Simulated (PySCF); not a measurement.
Start geometry of Cl4H2In2O2 ((Cl2In-mu-OH)2) from a GFN2-xTB structure with every atom displaced at random (by about 0.03 Å) (Å):
```
atom  x, y, z in Å
In1   -1.554   -0.176   -0.288
Cl2   -2.069   -2.171   -1.172
Cl3   -2.792    1.778    0.212
O4     0.301    0.593   -1.310
In5    1.546    0.347    0.365
Cl6    1.773    2.463    1.227
Cl7    2.883   -1.444   -0.078
O8    -0.189   -0.420    1.340
H9     0.438    0.257   -2.105
H10   -0.212   -1.305    1.814
```

**Question.** What comes out of this run: PySCF 2.14.0, PBE0-D3(BJ)/def2-SVP geometry optimisation, gas phase, def2 core potentials past Kr?

**Answer.** 
```
atom  x, y, z in Å
In1   -1.6195   -0.0485   -0.2394
Cl2   -2.3372   -2.1539   -0.9216
Cl3   -2.9221    1.8364    0.1033
O4     0.1753    0.4803   -1.2606
In5    1.6007    0.2998    0.3156
Cl6    2.3568    2.3813    0.9937
Cl7    2.8733   -1.6162   -0.0397
O8    -0.1906   -0.2562    1.3333
H9     0.3723    0.0805   -2.1163
H10   -0.1843   -1.0802    1.8362
```

The energy falls by 0.623 eV over 15 energy and gradient evaluations, the largest force component goes from 0.1240 to 2.6e-04 Eh/bohr, and the atoms move by 0.175 Å rms after alignment. The bond that changes most is In1–O4 (ends: indium bonded to 2 Cl and 2 O; oxygen bonded to 2 In and H), which shortens by 0.121 Å. Bonds longer at the end by more than 0.005 Å: 5 of 10; shorter: 3. Among the angles that change most is Cl6–In5–Cl7, from 137.7° to 127.3°. Among the dihedrals that turn most is H9–O4–In5–Cl6, from 133° to 119°. Rotational constants go from 712.4, 333.1, 243.5 to 749.7, 299.4, 227.0 MHz. The orientation of the end geometry is arbitrary; only internal coordinates are fixed.

The run used 162 basis functions and 98 SCF cycles in all. Time: 3.4 min wall; peak memory 0.79 GiB. Hardware: an Intel Xeon 6975P-C with one thread (shared host).

Not checked by PBE0-D3(BJ)/def2-SVP frequencies. One conformer, not necessarily the lowest.
